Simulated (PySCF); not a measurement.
## Polarisability and C₆ of I⁻ (iodine, charge -1)

[Xe], closed-shell 1S. All numbers are calculated (PySCF 2.14, scalar relativity by spin-free X2C-1e, in aug-cc-pwCVTZ-DK3 (10s9p7d4f1g, 109 functions)). Coupled (time-dependent) response in atomic units; α is the mean over directions.

| method | mean α (bohr³) | C₆ (like pair) | S(−4) |
| --- | --- | --- | --- |
| M06-2X | 58.11 | 809.4 | 784.6 |

S(−4) is the Cauchy moment in α(ω) = α(0) + S(−4) ω² + …

α(iu) at M06-2X:

```tsv
u (hartree)	α(iu) (bohr³)
0	58.11
0.0500	56.24
0.100	51.55
0.200	39.91
0.300	30.07
0.500	17.86
0.750	10.61
1.00	7.082
1.50	3.934
2.00	2.594
3.00	1.444
5.00	0.6671
```

A single London oscillator, α(iu) = α/(1 + u²/ω²), gives C₆ = (3/4) ω α². Matching the computed C₆ needs ω = 4 × 809.4 / (3 × 58.11²) = 0.320 hartree.

For an ion, C₆ is the dispersion term alone; charge-induced terms of lower order in 1/R come first.
